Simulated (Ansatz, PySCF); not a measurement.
C3H7BF2O, SMILES C[C@@H](O)B(F)CF. Atoms are numbered in the order given.

```xyz
14

C     -1.5678     0.1623    -1.0062
C     -0.8706     0.4366     0.3355
O     -1.6753     0.0779     1.4443
B      0.4832    -0.3597     0.3831
F      0.6693    -1.3483     1.2524
C      1.6711    -0.0689    -0.6114
F      1.4253     1.0307    -1.4296
H     -2.5017     0.7464    -1.0818
H     -1.8330    -0.9033    -1.0993
H     -0.9230     0.4506    -1.8501
H     -0.6035     1.5194     0.3525
H     -2.5028     0.5723     1.3771
H      2.6090     0.1079    -0.0487
H      1.8648    -0.9544    -1.2497
```
Charge 0, spin multiplicity 1.

Geometry: r2SCAN-D4/def2-SVP. The structure was generated by enumeration; whether it is a known compound was not checked. Other conformers were not sampled.

Two levels are set side by side: PBE-D3(BJ)/def2-SVP (Ansatz, a quantum-chemistry and plane-wave program) and r2SCAN-D4/def2-SVP (Ansatz). Each level has its own optimised geometry; the coordinates shown are those of the second. Frequencies come from the Hessian of PySCF at each geometry. Differences are taken from unrounded values.

| quantity | r2SCAN-D4 |
|---|---|
| mean bond length (Å) | 1.264 |
| bond C1–C2 (Å) | 1.537 |
| bond C2–O3 (Å) | 1.416 |
| bond C2–B4 (Å) | 1.571 |
| bond B4–F5 (Å) | 1.330 |
| bond B4–C6 (Å) | 1.576 |
| bond C6–F7 (Å) | 1.392 |
| bond C1–H8 (Å) | 1.104 |
| bond C1–H9 (Å) | 1.102 |
| bond C1–H10 (Å) | 1.101 |
| bond C2–H11 (Å) | 1.115 |
| bond O3–H12 (Å) | 0.966 |
| bond C6–H13 (Å) | 1.108 |
| bond C6–H14 (Å) | 1.109 |
| highest harmonic wavenumber (cm⁻¹) | 3807 |
| mean harmonic wavenumber (cm⁻¹) | 1296 |
| zero-point energy (kcal/mol) | 66.70 |

### Question
What does PBE-D3(BJ) give, and how far is it from r2SCAN-D4? (The exact figures need the calculation; the answer reports its results.)

### Answer

```csv
quantity,PBE-D3(BJ),PBE-D3(BJ) minus r2SCAN-D4
mean bond length (Å),1.271,0.007
bond C1–C2 (Å),1.542,0.005
bond C2–O3 (Å),1.420,0.004
bond C2–B4 (Å),1.578,0.007
bond B4–F5 (Å),1.338,0.008
bond B4–C6 (Å),1.583,0.007
bond C6–F7 (Å),1.397,0.004
bond C1–H8 (Å),1.112,0.008
bond C1–H9 (Å),1.109,0.007
bond C1–H10 (Å),1.108,0.007
bond C2–H11 (Å),1.124,0.009
bond O3–H12 (Å),0.975,0.009
bond C6–H13 (Å),1.117,0.009
bond C6–H14 (Å),1.117,0.009
highest harmonic wavenumber (cm⁻¹),3689,-119
mean harmonic wavenumber (cm⁻¹),1262,-34
zero-point energy (kcal/mol),64.93,-1.77
```
